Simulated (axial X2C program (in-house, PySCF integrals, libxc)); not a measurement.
# Spin–orbit effects down a group: molecules with In (ions), PBE0

Calculated with an axial X2C code built on PySCF integrals, spin-free (one-electron X2C) or two-component (2c: spin–orbit coupling with atomic mean-field Coulomb and Gaunt terms, which also bring small scalar terms), in Dyall basis sets with cores contracted in-house; open shells are unrestricted.

Basis sets: Br dyall-cv3z, Cl dyall-av3z, F dyall-av3z, In dyall-cv3z.

```
molecule   spin-free state  Re (Å)  ωe (cm⁻¹)  De (eV)  2c state  Re 2c (Å)  ωe 2c (cm⁻¹)  De 2c (eV)
    InF⁺  M_S = 1/2, Λ = 0   1.908      585.2     1.19   Ω = 1/2      1.909         585.3        1.20
   InCl⁺  M_S = 1/2, Λ = 0   2.300      336.9     0.79   Ω = 1/2      2.300         336.8        0.79
   InBr⁺  M_S = 1/2, Λ = 0   2.452      221.7     0.64   Ω = 1/2      2.460         212.8        0.56
```

Task: Work out the shifts from the spin-free to the two-component result.

Result: 

| molecule | 2c state | ΔRe (Å) | Δωe (cm⁻¹) | ΔDe (eV) |
| --- | --- | --- | --- | --- |
| InF⁺ | Ω = 1/2 | 0.001 | 0.1 | 0.01 |
| InCl⁺ | Ω = 1/2 | 0.000 | -0.1 | 0.00 |
| InBr⁺ | Ω = 1/2 | 0.008 | -8.9 | -0.08 |

Shifts of one unit in the last digit are rounding.

Fragments in 2c: In+ + F, In+ + Cl, In+ + Br. Each entry is the lowest single determinant of a limited PBE0 search at one distance. De goes to single-determinant-based atoms at the same level (for ions the charge split of lowest energy) and is withheld (n/a) where an atom does not fit its ground term or J level. Main or longest-lived isotopes. Some light 2c atoms are not at their ground J level, so De misses part of their lowering (0.04 eV or less). The functionals have no current term, which raises determinants with orbital currents.
